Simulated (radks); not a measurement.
Valence configurations of Dy (all share [Xe]). Calculated with a radial shooting solver on a logarithmic mesh with Libxc functionals: scalar-relativistic Kohn-Sham, r2SCAN, spin-polarised, spherical densities, finite nucleus; open shells are filled with parallel spins first (spin-orbit coupling, left out, can overturn this in heavy ions); meta-GGA in the generalised Kohn-Sham scheme; Fermi nuclear charge, rms radius 5.2218 fm. Order these by energy: 4f9 6s2 6p1; 4f9 5d1 6s2; 4f10 6s1 6p1; 4f9.5 5d0.5 6s1.5 6p0.5; 4f9.5 6s2 6p0.5; 4f10 6s2.

Answer. From the lowest, in eV above it: 4f10 6s2 0.000; 4f9.5 6s2 6p0.5 0.634; 4f9.5 5d0.5 6s1.5 6p0.5 1.351; 4f9 5d1 6s2 1.367; 4f10 6s1 6p1 1.826; 4f9 6s2 6p1 3.042. NIST lists [Xe] 4f10 6s2 as the ground configuration; this level of theory agrees among the configurations tried. The energies are those of spherical high-spin densities, not of single terms. No valid solution was reached for [Xe] 4f11 6s1; [Xe] 4f10 5d1 6s1; [Xe] 4f10 5d2; [Xe] 4f10.5 6s1.5.
